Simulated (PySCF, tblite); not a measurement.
Compound: C6H12OSi2.
Structure used (GFN2-xTB), in Å, numbered top down from 1:
```xyz
21
C6H12OSi2 angstrom
C     -5.0466   -0.4861    0.2231
C     -3.9289   -0.0553    0.1148
Si    -2.2121    0.6078   -0.0714
C     -1.0905   -0.6446    0.8689
C      0.3111   -0.2026    0.6988
O      0.7924    0.6897    1.3685
C      1.1012   -0.8350   -0.4159
C      2.5871   -0.5646   -0.2403
Si     2.9521    1.2555    0.2222
H     -6.0247   -0.8631    0.3202
H     -2.1002    1.9310    0.5386
H     -1.8553    0.6047   -1.4961
H     -1.2497   -1.6517    0.4912
H     -1.3705   -0.6054    1.9205
H      0.7463   -0.3746   -1.3447
H      0.8796   -1.9041   -0.4785
H      2.9722   -1.2170    0.5445
H      3.1086   -0.8368   -1.1569
H      1.9773    2.1599   -0.3900
H      4.2273    1.5417   -0.4739
H      3.2145    1.4674    1.6381
```

Theory: PBE0/pcSseg-1 in PySCF (dipole) on a GFN2-xTB geometry, gas phase.

Take the most abundant isotopes and a rigid rotor. The values belong to one conformer with, in the numbering `[CH:1]#[C:2][SiH2:3][CH2:4][C:5](=[O:6])[CH2:7][CH2:8][SiH3:9]`, C2–Si3–C4–C5 177°, Si3–C4–C5–O6 80°, C4–C5–C7–C8 -165°, C5–C7–C8–Si9 -45°.

**Question.** Give the principal moments of inertia and the rotational constants in MHz.

**Answer.** Ia = 141.83, Ib = 1145.13, Ic = 1186.95 u·Å²; 505379 MHz·u·Å²/I gives A = 3563, B = 441.3, C = 425.8 MHz.

**Question.** Classify the top.

**Answer.** A near-prolate asymmetric top. Ray's parameter κ = (2B − A − C)/(A − C) = -0.990; −1 is the prolate and +1 the oblate limit.

**Question.** What does the inertial defect say?

**Answer.** Not planar: Δ = Ic − Ia − Ib = -100.01 u·Å². For a rigid frame Δ = −2 Σ m c², so Σ m c² = 50.01 u·Å² lies off the ab plane: 13.98 from hydrogen and 36.03 from heavier atoms. The atom farthest from that plane is 1.84 Å away.

**Question.** Predict some low-J microwave lines.

**Answer.** The dipole components are |μa| = 3.29 D, |μb| = 2.66 D, |μc| = 0.32 D. The squared components, which scale the intensities, stand as 1.00 : 0.65 : 0.01 (a : b : c). Some lines, for components of 0.1 D or more:

| type | branch | J(Ka,Kc) | MHz | lower level (cm⁻¹) |
| --- | --- | --- | --- | --- |
| a | R | 2(1,2) ← 1(1,1) | 1719 | 0.133 |
| a | R | 2(1,1) ← 1(1,0) | 1750 | 0.134 |
| c | Q | 2(1,2) ← 2(0,2) | 3106 | 0.087 |
| c | Q | 1(1,1) ← 1(0,1) | 3122 | 0.029 |
| b | Q | 2(1,1) ← 2(0,2) | 3153 | 0.087 |
| b | R | 1(1,1) ← 0(0,0) | 3989 | 0.000 |
| c | R | 1(1,0) ← 0(0,0) | 4004 | 0.000 |
| c | R | 2(1,1) ← 1(0,1) | 4887 | 0.029 |
| c | Q | 2(2,1) ← 2(1,1) | 9366 | 0.192 |
| b | Q | 2(2,0) ← 2(1,1) | 9366 | 0.192 |
| b | Q | 2(2,1) ← 2(1,2) | 9412 | 0.190 |
| b | R | 2(2,1) ← 1(1,0) | 11115 | 0.134 |
| b | R | 2(2,0) ← 1(1,1) | 11131 | 0.133 |

**Question.** Estimate the classical rotational partition function at 50 K, 200 K and 500 K.

**Answer.** Point group C1, symmetry number σ = 1; q = (√π/σ)·√((kT/h)³/(ABC)), k/h = 20836.6 MHz/K: 72800 at 50 K, 583000 at 200 K, 2300000 at 500 K.

Its GFN2-xTB frequencies are all real (lowest 26 cm⁻¹). Constants of a rigid frame at the computed geometry: no zero-point averaging, no centrifugal distortion. A rigid rotor knows nothing of internal rotation, which can split or shift real lines.
